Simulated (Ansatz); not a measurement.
Born–Oppenheimer molecular dynamics of CH$_{7}$ClGe (10 atoms, charge 0, multiplicity 1). It starts at the highest image of a converged band. Of that band: Neighbouring images differ by up to 1.5 eV, so the band resolves the path poorly. A vibrational analysis at the climbing image gives one clearly imaginary mode, 838i cm⁻¹: a first-order saddle point.

Computed with RHF/def2-SVP (Ansatz).

```yaml
ensemble: NVE (velocity Verlet)
time_step: 0.5 fs
steps_asked: 200
starting_velocities_drawn_for: 300 K
seed: 8416
```

Frames 0.5 fs apart, positions in Å, forces in eV/Å.

Velocities at 85 fs (Å/ps):

```
Ge 1.34 -4.17 -7.40
H -53.14 25.95 71.56
H 10.35 2.17 5.47
C 6.31 -9.61 21.39
H 32.94 -31.50 32.87
H 25.75 -4.63 42.82
H 11.19 7.49 15.75
H 28.96 -10.65 -11.69
Cl -5.05 11.29 1.74
H -50.22 28.72 59.96
```

```xyz
10
Properties=species:S:1:pos:R:3:forces:R:3 time_fs=85 energy_less_start_eV=-1.816 T=2058
Ge 0.339 -0.363 -0.336 -2.58 4.51 -6.12
H -2.850 1.385 4.657 -0.23 0.26 0.10
H 1.597 0.164 -1.043 0.00 0.03 -0.17
C -0.680 1.254 0.116 -1.29 -0.90 1.32
H -1.680 1.082 0.633 1.38 0.10 -0.69
H -0.069 1.875 0.751 0.15 0.42 0.30
H -0.866 1.775 -0.809 -0.06 0.22 -0.45
H -0.518 -1.149 -1.373 0.24 0.01 0.32
Cl 1.006 -1.540 1.027 2.17 -4.39 5.50
H -2.387 0.851 4.447 0.23 -0.26 -0.10
10
Properties=species:S:1:pos:R:3:forces:R:3 time_fs=85.5 energy_less_start_eV=-1.832 T=2073
Ge 0.340 -0.365 -0.340 -2.47 4.61 -6.12
H -2.877 1.399 4.693 -0.17 0.19 0.07
H 1.602 0.166 -1.040 -0.03 0.02 -0.17
C -0.676 1.249 0.127 -0.79 -0.52 1.26
H -1.661 1.066 0.649 1.12 0.13 -0.63
H -0.056 1.873 0.773 -0.12 0.11 -0.02
H -0.860 1.779 -0.802 -0.07 0.11 -0.19
H -0.503 -1.154 -1.378 0.17 0.00 0.27
Cl 1.003 -1.534 1.028 2.20 -4.46 5.60
H -2.412 0.865 4.477 0.17 -0.19 -0.07
10
Properties=species:S:1:pos:R:3:forces:R:3 time_fs=86 energy_less_start_eV=-1.843 T=2083
Ge 0.340 -0.367 -0.344 -2.33 4.70 -6.08
H -2.904 1.413 4.729 -0.07 0.08 0.03
H 1.607 0.167 -1.038 -0.06 0.02 -0.17
C -0.674 1.244 0.138 -0.22 -0.12 1.11
H -1.641 1.051 0.663 0.76 0.13 -0.52
H -0.043 1.872 0.795 -0.37 -0.18 -0.31
H -0.855 1.783 -0.795 -0.09 0.00 0.09
H -0.488 -1.159 -1.383 0.10 -0.03 0.22
Cl 1.001 -1.529 1.030 2.22 -4.51 5.67
H -2.436 0.878 4.507 0.07 -0.08 -0.03
10
Properties=species:S:1:pos:R:3:forces:R:3 time_fs=86.5 energy_less_start_eV=-1.845 T=2085
Ge 0.341 -0.369 -0.348 -2.18 4.76 -6.02
H -2.931 1.426 4.765 0.04 -0.04 -0.02
H 1.613 0.168 -1.036 -0.10 0.01 -0.17
C -0.671 1.239 0.149 0.40 0.25 0.87
H -1.618 1.036 0.676 0.32 0.10 -0.35
H -0.032 1.870 0.816 -0.58 -0.42 -0.57
H -0.850 1.788 -0.788 -0.10 -0.12 0.35
H -0.473 -1.165 -1.387 0.02 -0.05 0.16
Cl 0.999 -1.524 1.032 2.23 -4.53 5.71
H -2.460 0.891 4.536 -0.04 0.04 0.02
10
Properties=species:S:1:pos:R:3:forces:R:3 time_fs=87 energy_less_start_eV=-1.839 T=2079
Ge 0.341 -0.370 -0.352 -2.02 4.81 -5.92
H -2.959 1.440 4.801 0.14 -0.15 -0.07
H 1.617 0.169 -1.035 -0.13 0.00 -0.16
C -0.668 1.234 0.161 1.02 0.58 0.56
H -1.595 1.021 0.688 -0.19 0.05 -0.13
H -0.021 1.867 0.835 -0.74 -0.60 -0.76
H -0.845 1.792 -0.780 -0.12 -0.23 0.59
H -0.457 -1.170 -1.391 -0.06 -0.08 0.09
Cl 0.997 -1.520 1.034 2.23 -4.53 5.73
H -2.485 0.905 4.566 -0.14 0.15 0.07
10
Properties=species:S:1:pos:R:3:forces:R:3 time_fs=87.5 energy_less_start_eV=-1.828 T=2069
Ge 0.342 -0.371 -0.357 -1.85 4.84 -5.78
H -2.986 1.454 4.837 0.21 -0.23 -0.11
H 1.622 0.170 -1.034 -0.16 -0.01 -0.16
C -0.665 1.229 0.172 1.61 0.85 0.22
H -1.572 1.007 0.700 -0.71 -0.02 0.11
H -0.012 1.862 0.853 -0.83 -0.73 -0.89
H -0.840 1.795 -0.770 -0.15 -0.31 0.77
H -0.442 -1.176 -1.395 -0.14 -0.12 0.02
Cl 0.995 -1.515 1.037 2.21 -4.51 5.72
H -2.509 0.919 4.596 -0.21 0.23 0.11
10
Properties=species:S:1:pos:R:3:forces:R:3 time_fs=88 energy_less_start_eV=-1.819 T=2061
Ge 0.342 -0.373 -0.361 -1.67 4.84 -5.62
H -3.012 1.467 4.873 0.25 -0.27 -0.13
H 1.626 0.172 -1.034 -0.18 -0.01 -0.15
C -0.661 1.224 0.184 2.11 1.04 -0.13
H -1.550 0.992 0.711 -1.19 -0.09 0.33
H -0.006 1.856 0.869 -0.86 -0.80 -0.96
H -0.836 1.798 -0.759 -0.18 -0.36 0.90
H -0.427 -1.182 -1.399 -0.22 -0.15 -0.04
Cl 0.993 -1.511 1.040 2.19 -4.46 5.68
H -2.534 0.933 4.626 -0.25 0.27 0.13
10
Properties=species:S:1:pos:R:3:forces:R:3 time_fs=88.5 energy_less_start_eV=-1.821 T=2063
Ge 0.342 -0.374 -0.366 -1.49 4.81 -5.44
H -3.038 1.479 4.908 0.24 -0.27 -0.13
H 1.629 0.173 -1.033 -0.20 -0.02 -0.15
C -0.657 1.220 0.195 2.45 1.13 -0.43
H -1.532 0.977 0.724 -1.56 -0.16 0.51
H -0.001 1.848 0.882 -0.83 -0.81 -0.97
H -0.832 1.800 -0.746 -0.22 -0.39 0.97
H -0.412 -1.188 -1.403 -0.29 -0.18 -0.10
Cl 0.992 -1.508 1.043 2.15 -4.39 5.61
H -2.560 0.948 4.656 -0.24 0.27 0.13
10
Properties=species:S:1:pos:R:3:forces:R:3 time_fs=89 energy_less_start_eV=-1.840 T=2082
Ge 0.342 -0.375 -0.372 -1.32 4.76 -5.24
H -3.063 1.490 4.943 0.19 -0.21 -0.11
H 1.632 0.174 -1.034 -0.22 -0.03 -0.15
C -0.653 1.215 0.207 2.56 1.09 -0.64
H -1.517 0.962 0.738 -1.76 -0.19 0.60
H 0.002 1.838 0.893 -0.74 -0.76 -0.90
H -0.829 1.801 -0.730 -0.27 -0.37 0.97
H -0.399 -1.195 -1.407 -0.35 -0.20 -0.15
Cl 0.990 -1.504 1.047 2.10 -4.30 5.52
H -2.587 0.964 4.687 -0.19 0.21 0.11
10
Properties=species:S:1:pos:R:3:forces:R:3 time_fs=89.5 energy_less_start_eV=-1.879 T=2119
Ge 0.342 -0.375 -0.377 -1.15 4.67 -5.03
H -3.088 1.502 4.978 0.11 -0.12 -0.06
H 1.635 0.175 -1.034 -0.23 -0.03 -0.15
C -0.648 1.211 0.218 2.42 0.91 -0.74
H -1.507 0.946 0.754 -1.77 -0.18 0.58
H 0.003 1.826 0.902 -0.59 -0.65 -0.77
H -0.826 1.801 -0.712 -0.33 -0.32 0.90
H -0.386 -1.202 -1.411 -0.41 -0.21 -0.19
Cl 0.989 -1.501 1.051 2.04 -4.20 5.39
H -2.613 0.980 4.718 -0.11 0.12 0.06
10
Properties=species:S:1:pos:R:3:forces:R:3 time_fs=90 energy_less_start_eV=-1.932 T=2169
Ge 0.342 -0.376 -0.383 -1.00 4.55 -4.80
H -3.113 1.512 5.013 0.01 -0.01 -0.01
H 1.637 0.176 -1.035 -0.23 -0.03 -0.16
C -0.643 1.208 0.230 2.03 0.59 -0.73
H -1.501 0.930 0.770 -1.58 -0.11 0.45
H 0.002 1.813 0.909 -0.37 -0.48 -0.57
H -0.824 1.800 -0.692 -0.39 -0.23 0.77
H -0.374 -1.210 -1.416 -0.45 -0.21 -0.21
Cl 0.988 -1.498 1.055 1.98 -4.07 5.25
H -2.640 0.997 4.749 -0.01 0.01 0.01
10
Properties=species:S:1:pos:R:3:forces:R:3 time_fs=90.5 energy_less_start_eV=-1.989 T=2225
Ge 0.342 -0.377 -0.388 -0.86 4.40 -4.57
H -3.138 1.523 5.047 -0.10 0.11 0.05
H 1.638 0.177 -1.036 -0.23 -0.04 -0.16
C -0.637 1.204 0.241 1.45 0.14 -0.65
H -1.498 0.913 0.788 -1.24 0.01 0.24
H 0.001 1.798 0.915 -0.11 -0.27 -0.31
H -0.823 1.798 -0.670 -0.45 -0.11 0.59
H -0.363 -1.218 -1.421 -0.47 -0.20 -0.22
Cl 0.987 -1.496 1.060 1.90 -3.93 5.08
H -2.668 1.013 4.780 0.10 -0.11 -0.05
```

Of the whole run (100 fs, mean temperature of the second half 2103 K): The conserved energy stayed within 0.29 meV per atom of its start (net change 0.15 meV per atom), so the integration is sound. The kinetic energy rose, since the run started high on the potential surface and went downhill. It ends in pieces (CH5ClGe + H2), so much of that is their flight and rotation, not heat. A run of 0.1 ps of so small a system gives no equilibrium averages. The orbitals stay closed-shell, which can raise the energy where a bond breaks towards radicals; this wasn't checked here.

Run time: 4.5 min on 2 threads of Arm Neoverse V1 (shared host), peak memory 0.2 GiB.
